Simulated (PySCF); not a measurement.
# Computed records: ClGe2H4N, CH5Ge2

Calculation on a computer-drawn molecule: optimised geometry and harmonic frequencies of an isolated molecule of the commonest isotopes, restricted reference for singlets and unrestricted otherwise, frozen core in MP2; on germanium a core potential holds 10 electrons, which the energies leave out, and 3d is frozen in MP2 and coupled-cluster steps. Program: PySCF 2.14.0.

Common to all runs: multiplicity 1; method HF; basis and core potential on germanium cc-pVDZ-PP ECP10MDF.

(1) ClGe2H4N

Start structure:
```xyz
8
ClGe2H4N
Cl     2.4433    -0.0535    -1.8669
Ge     2.9330     0.2116     0.1491
N      1.2381     0.4017     0.7185
Ge    -0.3146     0.3087    -0.2739
H      1.1560     0.5802     1.7066
H     -1.3951     0.5343     0.7355
H     -0.2559     1.4149    -1.2942
H     -0.4006    -0.9856    -0.9409
```

Here we set charge 0 and basis cc-pV(D+d)Z.

Drawn bonds:
```
atom  other atom  order
   1           2      1
   2           3      1
   3           4      1
   3           5      1
   4           6      1
   4           7      1
   4           8      1
```

(2) CH5Ge2

Start structure:
```xyz
8
CH5Ge2
Ge     0.9331     0.4520    -1.4466
C      0.2756    -0.2752     0.0603
Ge    -0.0072    -2.1338     0.2901
H      1.1096     1.9643    -1.5037
H      1.2679    -0.3753    -2.6667
H      0.0706     0.3620     0.8895
H      0.3170    -3.1498    -0.7373
H     -0.5762    -2.6112     1.6725
```

It was run with charge 1 and basis cc-pVDZ.

Drawn bonds:
```
atom  other atom  order
   1           2      2
   2           3      1
   1           4      1
   1           5      1
   2           6      1
   3           7      1
   3           8      1
```

**Q.** Give the missing rotational constants for ClGe2H4N (entry 1).
**A.** 3.525, 1.022, 0.8004 GHz

**Q.** Estimate the total energy of ClGe2H4N (entry 1).
**A.** -1103.1074 hartree

**Q.** Estimate the total energy of CH5Ge2 (entry 2).
**A.** -627.2261 hartree

**Q.** Give the missing rotational constants for CH5Ge2 (entry 2).
**A.** 28.58, 1.264, 1.211 GHz

Further results for ClGe2H4N (entry 1):

* convergence status largest gradient component: 4.162e-06 hartree/bohr

Optimised structure:
```xyz
8
ClGe2H4N
Cl     2.6999    -0.0864    -1.9736
Ge     3.0074     0.2305     0.2252
N      1.2639     0.3941     0.6854
Ge    -0.3481     0.3376    -0.2587
H      1.1342     0.5508     1.6729
H     -1.4375     0.5565     0.7974
H     -0.3909     1.4551    -1.2957
H     -0.5245    -1.0259    -0.9190
```

Modes:
```
frequency (cm⁻¹)  reduced mass (dalton)
           98.58                  19.58
           125.4                   3.54
           135.3                  1.134
           240.6                  15.89
           364.4                  40.42
           499.6                  2.974
           524.9                  1.141
           690.6                  1.108
             713                  1.451
           818.7                  2.728
           957.1                  1.022
             963                  1.035
           976.8                  1.149
            1278                  1.248
            2221                  1.022
            2252                  1.024
            2269                  1.013
            3749                  1.075
```

Further results for CH5Ge2 (entry 2):

- convergence status largest gradient component: 1.975e-05 hartree/bohr

Optimised structure:
```xyz
8
CH5Ge2
Ge     0.9164     0.4375    -1.4264
C      0.2706    -0.2946     0.1015
Ge     0.0009    -2.0739     0.3228
H      1.1291     1.9255    -1.5726
H      1.2627    -0.4403    -2.6094
H      0.0339     0.3673     0.9279
H      0.3144    -3.0413    -0.7978
H     -0.5376    -2.6471     1.6121
```

Modes:
```
frequency (cm⁻¹)  reduced mass (dalton)
           146.1                  5.436
           221.4                  1.503
           371.3                   1.01
           511.6                  1.696
           533.6                  1.061
           647.6                  1.168
           687.4                  1.065
           788.7                  2.534
           826.6                  1.071
           914.9                  1.205
           951.5                  1.024
           959.8                  1.806
            1230                  1.546
            2325                  1.016
            2328                  1.016
            2344                  1.025
            2347                  1.025
            3343                  1.088
```
